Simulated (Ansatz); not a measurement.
Total energies of C2H6BFO2 (`CB(O)OCF`).

Cartesian coordinates in Å:
```
C 0.6432 -0.2960 1.2908
B 0.8401 -0.0154 -0.2367
O 2.0893 0.0689 -0.7602
O -0.2018 0.1418 -1.1341
C -1.5140 0.1591 -0.7258
F -1.8375 1.4008 -0.2336
H 1.6003 -0.3118 1.8121
H 0.0050 0.4583 1.7590
H 0.1579 -1.2637 1.4570
H 2.0733 0.2497 -1.7051
H -2.1476 -0.0267 -1.5953
H -1.7084 -0.5649 0.0720
```

Charge 0, multiplicity 1. The geometry is a stationary point of PBE0-D4/def2-TZVP. It is one conformer, not always the lowest. Basis def2-TZVPP, Ansatz 0.2.0.

RPA on PBE orbitals: Hartree–Fock energy of these orbitals -353.28196 Eh, correlation -1.82827 Eh (frozen core).

```
             functional  energy without D4 (Eh)  D4 term (kJ/mol)
            LDA (SPW92)              -352.49904                 –
                    PBE              -354.82299             -19.7
                 revPBE              -355.10666             -67.5
                   BLYP              -355.14097             -43.9
                 r2SCAN              -355.04985              -5.1
                 B97M-V              -355.16080                 –
                   PBE0              -354.84151             -16.5
                r2SCANh              -355.03199              -5.3
                r2SCAN0              -355.00657              -5.8
HSE06 (plane-wave form)              -354.82438             -15.2
                  BHLYP              -355.06063             -21.5
              CAM-B3LYP              -355.10369             -16.4
                ωB97M-V              -355.10954                 –
                 B2PLYP              -354.98255                 –
```

Q: Give the same for B3LYP, LC-ωPBE, ωB97X-V, PBE-QIDH. (Estimate.)

A: Computed: 
```json
{"functional": "B3LYP", "energy without D4 (Eh)": "-355.23985", "D4 term (kJ/mol)": "-31.2"}
{"functional": "LC-ωPBE", "energy without D4 (Eh)": "-355.01957", "D4 term (kJ/mol)": "–"}
{"functional": "ωB97X-V", "energy without D4 (Eh)": "-355.11728", "D4 term (kJ/mol)": "–"}
{"functional": "PBE-QIDH", "energy without D4 (Eh)": "-354.79668", "D4 term (kJ/mol)": "–"}
```

B3LYP takes the VWN-RPA correlation (the form of Gaussian; ORCA's B3LYP/G). HSE06 is the plane-wave form, built on full-range PBE exchange. The double hybrids freeze the cores in their second-order part.

LC-ωPBE has ω = 0.4 bohr⁻¹.
